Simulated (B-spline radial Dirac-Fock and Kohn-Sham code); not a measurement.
K-line shifts caused by a second vacancy in Hg⁺

System: Hg⁺, [Xe] 4f14 5d10 6s1.

Level of theory: ΔSCF Dirac-Fock with Breit, self-energy and vacuum polarisation, finite nucleus, configuration average; a radial B-spline solver. Each two-hole energy is an average over J within one jj subconfiguration, not an observable level; in light atoms, where LS coupling holds, the j-resolved values are not observed lines, and for a K spectator the Kα1 hypersatellite is nearly forbidden. Correlation energy is missing from these numbers.

Lines without a spectator: Kα2 (K-L2) 68888.5 eV, Kα1 (K-L3) 70814.1 eV, Kβ3 (K-M2) 79813.3 eV, Kβ1 (K-M3) 80244.4 eV. Shifts in eV with one spectator hole (a dash: not computed, or left out as unreliable):

| spectator hole | Kα2 | Kα1 | Kβ3 | Kβ1 |
| --- | --- | --- | --- | --- |
| K (1s) | +1107.0 | +1206.7 | +1437.6 | +1461.1 |
| L2 (2p1/2) | +145.8 | +200.9 | – | +370.2 |
| L3 (2p3/2) | +101.1 | +114.5 | +263.6 | – |
| M2 (3p1/2) | – | +32.7 | +60.1 | +71.6 |
| M3 (3p3/2) | +16.05 | – | +48.1 | +49.3 |
| M4 (3d3/2) | +5.22 | +1.94 | – | – |
| M5 (3d5/2) | -0.60 | +3.96 | – | – |
